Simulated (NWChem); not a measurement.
# CH6OSSi; SMILES CS[SiH2]O

```xyz
10

Si    -0.5306     0.9223     0.0162
O      0.5580     2.1237    -0.3445
S      0.5191    -0.8812     0.5233
C     -0.4812    -2.1319    -0.3486
H     -1.4250     0.5583    -1.1289
H     -1.3362     1.4755     1.1360
H      1.2667     1.8791    -0.9482
H     -1.4587    -2.2748     0.1317
H     -0.6229    -1.8731    -1.4070
H      0.0795    -3.0743    -0.2863
```
Atoms are numbered in this order, from 1.

Program: NWChem. Geometry: optimised at PBE0/def2-SVP. Vzz is the largest principal value of the second derivative of the potential at the nucleus (NWChem prints the opposite sign); η is the asymmetry. Non-relativistic.

For level PBE/def2-TZVP:

```
Quantity        Value
-------------  ------
Vzz O2 (a.u.)   1.334
Vzz S3 (a.u.)  -2.080
```

Problem. How do the values read with level Hartree-Fock/def2-SVP instead?

Solution. 
- Vzz O2 (a.u.): 1.500
- Vzz S3 (a.u.): -1.941
